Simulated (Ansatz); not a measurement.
Stepwise reaction of `[SiH3][SnH2][Cl]` with hydrogen chloride, as a gas-phase model of exchange steps in deposition or etching. ΔE in kJ/mol; ΔG adds harmonic PBE0-D4 terms to CCSD(T)/CBS, at 1 bar.

Computed with Ansatz on PBE0-D4/def2-TZVP structures; ΔE is electronic, products minus reactants. CBS: MP2 limit from def2 TZ/QZ plus the TZ coupled-cluster correction, frozen cores. This one scheme is used for every species. DFT in def2-TZVPP. B3LYP here is the variant with VWN-RPA as its local correlation; programs differ in this. Elements past krypton have def2 core potentials. For Sn outer-core shells are correlated without core-valence functions, which leaves a few kJ/mol of doubt a bond.

| step | reaction | PBE-D4 | B3LYP-D4 | ωB97M-V | CCSD(T)/CBS | ΔG(600 K) |
| --- | --- | --- | --- | --- | --- | --- |
| 2 | `[SiH3][SnH]([Cl])[Cl]` + HCl → `[SiH3][Sn]([Cl])([Cl])[Cl]` + H₂ | -76.2 | -77.8 | -72.8 | -76.2 | -62.1 |

**Question.** Give the row of step 1, `[SiH3][SnH2][Cl]` + HCl → `[SiH3][SnH]([Cl])[Cl]` + H₂. (Best estimate.)

**Answer.** The calculation gave: 
| step | reaction | PBE-D4 | B3LYP-D4 | ωB97M-V | CCSD(T)/CBS | ΔG(600 K) |
| --- | --- | --- | --- | --- | --- | --- |
| 1 | `[SiH3][SnH2][Cl]` + HCl → `[SiH3][SnH]([Cl])[Cl]` + H₂ | -78.2 | -80.2 | -75.3 | -79.3 | -70.9 |

**Question.** By hand: ΔE of the 2 steps together at CCSD(T)/CBS.

**Answer.** (-79.3) + (-76.2) = -155.5 kJ/mol, or -77.8 kJ/mol a step.

In ΔE the steps differ by no more than 3.1 kJ/mol. All are downhill at CCSD(T)/CBS. ΔG lies between -70.9 and -62.1 kJ/mol a step. PBE-D4 differs from CCSD(T)/CBS by 0.0 to 1.1 kJ/mol a step. Isolated molecules leave out the surface, adducts and barriers. Largest T1 diagnostic: 0.012.
